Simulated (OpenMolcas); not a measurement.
# Computed transition rates of Mo³⁺

| Item | Value |
| --- | --- |
| Program | OpenMolcas |
| Method | MS-CASPT2, IPEA 0.25 Eh, imaginary shift 0.1 Eh (closed shells correlated: 4s 4p) |
| Basis | ANO-RCC-VQZP [8s7p5d3f2g1h] |
| Scalar Hamiltonian | DKH2, point nucleus |
| Active space | 3 electrons in 10 orbitals (4d 5d) |
| State averaging | 2S+1 = 4 even, 10 roots; 2S+1 = 2 even, 40 roots |
| Spin-orbit coupling | RASSI with atomic mean-field integrals over the reference wave functions, term energies averaged over their components |

Rates come from the transition moments of the reference wave functions (E1 and E2 in the length form). At fixed line strength A goes as λ^-3 for E1 and M1 and as λ^-5 for E2, so a rate at the computed wavelength can be rescaled to the measured one. Measured vacuum wavelengths follow from level energies in Sugar and Musgrove, J. Phys. Chem. Ref. Data 17, 155 (1988). Branching counts decays inside the model space alone, at computed energies, and the table is only a selection of the E2 and M1 lines, drawn from those between levels with measured partners whose computed energy lies within a factor of 1.5 of the measured one.

| Upper | Lower | Type | λ computed (nm) | λ measured (nm) | A computed (s-1) | A rescaled (s-1) | Branching % |
| --- | --- | --- | --- | --- | --- | --- | --- |
| 4d³ ²D_3/2(2) | 4d³ ²G_7/2 | E2 | 343.7 | 361.7 | 7.42e+00 | 5.75e+00 | 56.5 |
| 4d³ ²D_5/2(2) | 4d³ ²G_9/2 | E2 | 357.7 | 375.8 | 5.15e+00 | 4.02e+00 | 41.3 |
| 4d³ ²D_5/2(1) | 4d³ ⁴F_7/2 | M1 | 653.8 | 664.5 | 8.90e-01 |  | 72.1 |
| 4d³ ²D_3/2(1) [66 %] | 4d³ ⁴F_5/2 | M1 | 618.8 | 612.4 | 7.43e-01 |  | 47.4 |
| 4d³ ²G_9/2 | 4d³ ⁴F_9/2 | M1 | 1058 | 1059 | 4.53e-01 |  | 66.7 |
| 4d³ ²D_3/2(1) [66 %] | 4d³ ⁴F_3/2 | M1 | 591 | 584.5 | 3.97e-01 |  | 25.3 |
| 4d³ ²P_1/2 | 4d³ ⁴P_1/2 | M1 | 3009 | 2494 | 2.60e-01 |  | 92.4 |
| 4d³ ²G_7/2 | 4d³ ⁴F_5/2 | M1 | 932.4 | 925.7 | 2.33e-01 |  | 52.0 |
| 4d³ ²G_9/2 | 4d³ ⁴F_7/2 | M1 | 949.1 | 947.8 | 2.21e-01 |  | 32.6 |
| 4d³ ²F_7/2 | 4d³ ⁴F_9/2 | M1 | 445.4 | 456.2 | 2.19e-01 |  | 29.7 |
| 4d³ ²F_7/2 | 4d³ ²G_7/2 | M1 | 725.9 | 757.2 | 2.17e-01 |  | 29.4 |
| 4d³ ²G_7/2 | 4d³ ⁴F_7/2 | M1 | 1024 | 1018 | 2.07e-01 |  | 46.2 |
| 4d³ ²F_5/2 | 4d³ ⁴F_3/2 | M1 | 390.8 | 398.4 | 1.91e-01 |  | 32.7 |
| 4d³ ²H_9/2 | 4d³ ²G_9/2 | M1 | 2552 | 2714 | 1.81e-01 |  | 45.8 |
| 4d³ ²H_9/2 | 4d³ ²G_7/2 | M1 | 2133 | 2265 | 1.52e-01 |  | 38.4 |
| 4d³ ²H_11/2 | 4d³ ²G_9/2 | M1 | 2303 | 2471 | 1.23e-01 |  | 94.9 |
| 4d³ ⁴F_7/2 | 4d³ ⁴F_5/2 | M1 | 10430 | 10190 | 3.81e-02 | 4.09e-02 | 100.0 |
| 4d³ ⁴F_9/2 | 4d³ ⁴F_7/2 | M1 | 9193 | 9051 | 3.45e-02 | 3.61e-02 | 100.0 |
| 4d³ ⁴P_5/2 | 4d³ ⁴P_3/2 | M1 | 7248 | 7804 | 3.44e-02 | 2.76e-02 | 42.7 |
| 4d³ ⁴P_3/2 | 4d³ ⁴F_3/2 | M1 | 959.9 | 968 | 3.34e-02 |  | 40.3 |
| 4d³ ⁴P_1/2 | 4d³ ⁴F_3/2 | E2 | 953.8 | 967.3 | 3.34e-02 | 3.11e-02 | 67.0 |
| 4d³ ⁴P_3/2 | 4d³ ⁴F_5/2 | M1 | 1036 | 1047 | 2.13e-02 |  | 25.7 |
| 4d³ ⁴P_5/2 | 4d³ ⁴F_9/2 | E2 | 1112 | 1143 | 1.94e-02 | 1.69e-02 | 24.1 |
| 4d³ ⁴F_5/2 | 4d³ ⁴F_3/2 | M1 | 13140 | 12850 | 1.89e-02 | 2.02e-02 | 100.0 |
| 4d³ ⁴P_1/2 | 4d³ ⁴F_5/2 | E2 | 1028 | 1046 | 1.42e-02 | 1.30e-02 | 28.5 |

Spin-changing lines and M1 lines between different terms are not rescaled, since their strength hangs on the term gaps too.

The largest correction is for 4d³ ²D_3/2(2) → 4d³ ²G_7/2 (E2): 7.42e+00 × (343.7 / 361.7)^5 = 5.75e+00 s-1, a factor of 0.77.

The computed rate and branching of 4d³ ⁴F_5/2 → 4d³ ⁴F_3/2 give the upper level a radiative lifetime of 1.000 / 1.89e-02 s-1 = 5.29e+01 s, counting decays inside the model space alone. The rescaled rate gives about 4.9e+01 s.

The computed order of these levels differs from the measured one in 1 place, and where term gaps are wrong the rates of spin-changing lines can be off by large factors.

These are rates of the free ion; in crystals, glasses and complexes forced electric-dipole and non-radiative decay shorten such lifetimes by orders of magnitude. No measured rate stands beside these. Rescaling mends the energy factor alone: line strengths can still be far off where a level mixes with configurations outside the active space, and weak or spin-changing lines hang on small mixing coefficients that depend on the term gaps too, so rescaling need not improve them.

Term energies are means over components that CASPT2 splits; among the terms shown or strongly mixed into the levels shown the widest spread is 650 cm-1 (4d³ ⁴F). Active for correlation alone: 5d; no level in the range computed is led by a configuration that fills it, so any true level of that kind is missing. The CASPT2 spread within a term exceeds the gap to the next term for 4d³ ²H and 4d³ ²D(1), so the order of their levels is uncertain. Measured partners are found by configuration, term and J. A level has none where our copy of the source lacks it or the pairing is in doubt (some pairs that miss far off the trend of their configuration count as doubtful). Only configurations of the active space appear.

A share in square brackets marks a mixed level and gives the weight of the term that names it. A number in round brackets counts repeated terms of one configuration in the order of the reference energies.
